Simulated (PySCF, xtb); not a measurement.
InO, SMILES [O]=[In], multiplicity 2.

Harmonic wavenumbers (cm⁻¹) from xtb with GFN2-xTB at its own minimum, in rising order: 537.

Problem. What does PBE0-D3(BJ)/def2-TZVP (PySCF) give at its own minimum? (Estimate from the structure and the level; the computed values follow.)

Solution. 588. Paired by order, the mean absolute difference is 52 cm⁻¹ and the zero-point energies are 0.8 and 0.8 kcal/mol.
